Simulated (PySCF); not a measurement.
Members of one series of related molecules.

All values: CAM-B3LYP/def2-SVPD (PySCF) at GFN2-xTB geometries, gas phase, one conformer each. Core orbitals are frozen in the response; Δα² is half the sum of the squared differences of the principal polarisabilities.

**Question.** Rank by mean static polarisability, highest first.
A. `CN(C)[SiH2]C#N`
B. `C=N[SiH2]N(C)C`
C. `CN(C)[SiH2]C=O`
D. `N(C)([SiH2]C#CC)C`
E. `CN([SiH2]C(=O)N)C`
F. `[SiH2](C[SiH3])N(C)C`

**Answer.** F (14.69 Å³), D (14.07 Å³), E (12.24 Å³), B (11.78 Å³), C (10.99 Å³), A (10.73 Å³).

**Question.** Rank by polarisability anisotropy Δα, highest first.
A. `[CH3:1][N:2]([CH3:3])[SiH2:4][CH:5]=[O:6]` with C1–N2–Si4–C5 -42°, N2–Si4–C5–O6 146°
B. `[CH3:1][N:2]([CH3:3])[SiH2:4][C:5]#[N:6]` with C1–N2–Si4–C5 78°
C. `[CH2:1]=[N:2][SiH2:3][N:4]([CH3:5])[CH3:6]` with C1–N2–Si3–N4 -135°, N2–Si3–N4–C5 -34°
D. `[CH3:1][C:2]#[C:3][SiH2:4][N:5]([CH3:6])[CH3:7]` with C3–Si4–N5–C6 43°
E. `[CH3:1][N:2]([CH3:3])[SiH2:4][CH2:5][SiH3:6]` with C1–N2–Si4–C5 41°, N2–Si4–C5–Si6 169°

**Answer.** D (6.63 Å³), E (4.78 Å³), C (4.27 Å³), A (3.00 Å³), B (2.31 Å³).

All values together:

```tsv
SMILES	formula	μ (D)	HOMO (eV)	LUMO (eV)	α (Å³)	Δα (Å³)	electrons	α per electron (Å³)
CN(C)[SiH2]C[SiH3]	C3H13NSi2	1.29	-7.66	1.10	14.69	4.78	66	0.223
CO[SiH2]N(C)C	C3H11NOSi	1.56	-7.60	1.18	11.10	2.44	58	0.191
C=N[SiH2]N(C)C	C3H10N2Si	0.80	-7.61	0.40	11.78	4.27	56	0.210
CC#C[SiH2]N(C)C	C5H11NSi	1.16	-7.60	1.13	14.07	6.63	62	0.227
CN(C)[SiH2]C(N)=O	C3H10N2OSi	4.34	-8.06	0.70	12.24	2.90	64	0.191
CN(C)[SiH2]C=O	C3H9NOSi	3.36	-8.07	-0.39	10.99	3.00	56	0.196
CN(C)[SiH2]C#N	C3H8N2Si	4.01	-8.41	0.41	10.73	2.31	54	0.199
```

Conformers: `[CH3:1][N:2]([CH3:3])[SiH2:4][CH2:5][SiH3:6]` with C1–N2–Si4–C5 41°, N2–Si4–C5–Si6 169°; `[CH3:1][O:2][SiH2:3][N:4]([CH3:5])[CH3:6]` with C1–O2–Si3–N4 -84°, O2–Si3–N4–C5 -166°; `[CH2:1]=[N:2][SiH2:3][N:4]([CH3:5])[CH3:6]` with C1–N2–Si3–N4 -135°, N2–Si3–N4–C5 -34°; `[CH3:1][C:2]#[C:3][SiH2:4][N:5]([CH3:6])[CH3:7]` with C3–Si4–N5–C6 43°; `[CH3:1][N:2]([CH3:3])[SiH2:4][C:5]([NH2:6])=[O:7]` with C1–N2–Si4–C5 -162°, N2–Si4–C5–N6 38°, Si4–C5–N6–H 177° and 0°; `[CH3:1][N:2]([CH3:3])[SiH2:4][CH:5]=[O:6]` with C1–N2–Si4–C5 -42°, N2–Si4–C5–O6 146°; `[CH3:1][N:2]([CH3:3])[SiH2:4][C:5]#[N:6]` with C1–N2–Si4–C5 78°.

**Question.** How closely does the mean polarisability follow the number of electrons in this set?

**Answer.** The correlation coefficient is 0.85; α per electron runs from 0.191 to 0.227 Å³.
